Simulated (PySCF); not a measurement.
A mixed set of molecules. The calculation used PySCF, TDDFT CAM-B3LYP/def2-SVPD, vertical, gas phase, core orbitals frozen in the response. Geometries: PBE0-D3(BJ)/def2-SVP; one conformer of each isolated species. Triplets are in the Tamm–Dancoff approximation.

Question: Rank by computed lowest singlet excitation energy, highest first.
A. `n1(C)nccc1`
B. `[OH][Cu]<-[PH3]`
C. `Cn1ccnc1`
D. `CC1=CN=CN1`

Answer: A (6.58 eV), C (6.32 eV), D (5.92 eV), B (4.66 eV).

| SMILES | S1 (eV) | α (au) | HOMO (eV) | LUMO (eV) | first f ≥ 0.01 (nm) | T1 (eV) | S1 mainly |
| --- | --- | --- | --- | --- | --- | --- | --- |
| Cn1cccn1 | 6.58 | 59.7 | -8.40 | 1.33 | 188 | 4.69 | H→L+1 (77%) |
| Cn1ccnc1 | 6.32 | 59.2 | -7.89 | 1.12 | 191 | – | H→L (87%) |
| Cc1cnc[nH]1 | 5.92 | 59.5 | -7.67 | 1.09 | 193 | – | H→L (96%) |
| [OH][Cu]<-[PH3] | 4.66 | 55.2 | -7.78 | 0.18 | 253 | 4.46 | H→L (81%) |

H and L stand for HOMO and LUMO; a dash means that no computed state gives the value.

- `Cn1cccn1`: Löwdin shares by element: HOMO carbon 61% or more, nitrogen 17% or more (atoms not listed hold the other 22%); LUMO carbon 49% or more, hydrogen 24% or more (atoms not listed hold the other 27%).
- `Cn1ccnc1`: Löwdin shares by element: HOMO carbon 74% or more, nitrogen 10% or more (atoms not listed hold the other 16%); LUMO carbon 36% or more, hydrogen 33% or more (atoms not listed hold the other 31%).
- `Cc1cnc[nH]1`: Löwdin shares by element: HOMO carbon 71% or more, nitrogen 9% or more (atoms not listed hold the other 20%); LUMO carbon 41% or more, hydrogen 23% or more (atoms not listed hold the other 36%).
- `[OH][Cu]<-[PH3]`: for S1 the Löwdin share of copper is 23% in HOMO and 41% in LUMO.
